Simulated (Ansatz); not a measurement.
Geometry optimisation, Ansatz, RHF/def2-SVP.

The input (input.yaml):

```yaml
crystal:
  periodic: [false, false, false]
  atoms:
    - { symbol: Ge, position_ang: [0.0, 0.0, 0.0] }
    - { symbol: Cl, position_ang: [0.0, 0.0, 2.57] }
    - { symbol: F, position_ang: [1.5842, 0.0, -0.5594] }
    - { symbol: F, position_ang: [-0.7913, 1.3709, -0.5594] }
    - { symbol: F, position_ang: [-0.7913, -1.3709, -0.5594] }
    - { symbol: S, position_ang: [-2.4199, 0.0, 0.8041] }
    - { symbol: H, position_ang: [-3.1755, -0.8728, 0.0121] }
    - { symbol: H, position_ang: [-1.4563, 0.0, 2.0643] }
basis:
  gaussian: { orbitals: def2-SVP }
hamiltonian:
  xc: hf
relax:
  f_tol: 0.15
  max_steps: 25
  restrain:
    - { distance: [0, 5], at: 3.45, k: 30.0 }
    - { distance: [7, 1], at: 2.57, k: 30.0 }
    - { distance: [0, 1], at: 2.22, k: 30.0 }
    - { distance: [7, 5], at: 1.4, k: 30.0 }
```

Run as:

```bash
$ ansatz run input.yaml --threads 2 --pin off --max-ram 3072MiB --backend cpu --events-out ev --progress --plain --runs-dir out
```

Where does it end, and by what steps?

It converged. The restraints hold the end off the free minimum. After 9 steps the energy has fallen by 4.747 eV (the restraints' own energy left out); H8 moved furthest, 0.86 Å. Parted: Ge1–S6 (2.55 → 3.46 Å).

| step | energy less start (eV) | largest force component (eV/Å) | accepted |
| --- | --- | --- | --- |
| 0 | 0.0000 | 3.028 | yes |
| 1 | -1.0968 | 4.341 | yes |
| 2 | -2.3234 | 5.884 | yes |
| 3 | -3.6023 | 4.327 | yes |
| 4 | -4.5454 | 1.414 | yes |
| 5 | -4.6750 | 1.388 | yes |
| 6 | -4.7142 | 1.416 | yes |
| 7 | -4.7347 | 1.341 | yes |
| 8 | -4.7423 | 1.319 | yes |
| 9 | -4.7468 | 1.313 | yes |

```xyz
8
Properties=species:S:1:pos:R:3
Ge 0.258 0.085 -0.026
Cl 0.281 0.008 2.148
F 1.854 -0.068 -0.551
F -0.297 1.539 -0.653
F -0.556 -1.229 -0.692
S -3.049 0.142 0.972
H -3.258 -1.102 0.536
H -2.284 -0.248 2.039
```

Run time: 30 s on 2 threads of Arm Neoverse V1 (shared host), peak memory 0.31 GiB.
